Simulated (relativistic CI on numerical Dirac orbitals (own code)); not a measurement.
# Ho XXXIII: q coefficients and field-shift factors

Method of calculation: Dirac-Coulomb-Breit CI, orbitals from a KLI potential per configuration, derivatives by finite differences, unscaled Slater integrals, QED left out (own radial code, finite nucleus).

Configuration list (outside the closed core [Ar] 3d10): 4s²4p⁵, 4s4p⁶, 4s²4p⁴4d, 4s4p⁵4d, 4s²4p⁴4f, 4s4p⁵4f. Double excitations out of closed p, d and f shells are left out; levels of such configurations are missing from the list, as are those of other unlisted configurations, and high levels can miss mixing partners.

With x = (α/α₀)² − 1 an excitation energy changes as ω = ω₀ + qx; K = 2q/ω₀ is the relative enhancement. Terms are leading LS components, so labels can repeat. The field-shift factor is F = δν/δ⟨r²⟩ for the transition from the lowest level.

Lowest level 4s²4p⁵ ²P°3/2.

| Level | ω₀ (cm⁻¹) | q (cm⁻¹) | K | F (GHz/fm²) |
| --- | --- | --- | --- | --- |
| 4s²4p⁵ ²P°1/2 | 433518 | 505800 | 2.33 | -45.3 |
| 4s²4p⁴4d ⁴P1/2 | 1017886 | 176400 | 0.347 | -229 |
| 4s²4p⁴4d ⁴D3/2 | 1020000 | 34060 | 0.0668 | 7.94 |
| 4s²4p⁴4d ⁴D5/2 | 1031229 | 45070 | 0.0874 | 7.6 |
| 4s²4p⁴4d ⁴F7/2 | 1052367 | 39680 | 0.0754 | 7.47 |
| 4s²4p⁴4d ²P1/2 | 1078625 | 246500 | 0.457 | -251 |
| 4s²4p⁴4d ²D3/2 | 1110837 | 44410 | 0.08 | 7.94 |
| 4s²4p⁴4d ²F7/2 | 1115956 | 121400 | 0.218 | 8.88 |
| 4s²4p⁴4d ⁴F9/2 | 1122124 | 122700 | 0.219 | 8.91 |
| 4s²4p⁴4d ²D5/2 | 1217402 | 130600 | 0.214 | 9.78 |
| 4s²4p⁴4d ⁴P1/2 | 1244528 | 341900 | 0.549 | -316 |
| 4s²4p⁴4d ²D3/2 | 1246708 | 158300 | 0.254 | 6.02 |
| 4s²4p⁴4d ²D5/2 | 1264629 | 174700 | 0.276 | 3.26 |

At this charge energies of transitions that change n are usually good to better than 1 %, and those within a shell (Δn = 0) to a few per cent.
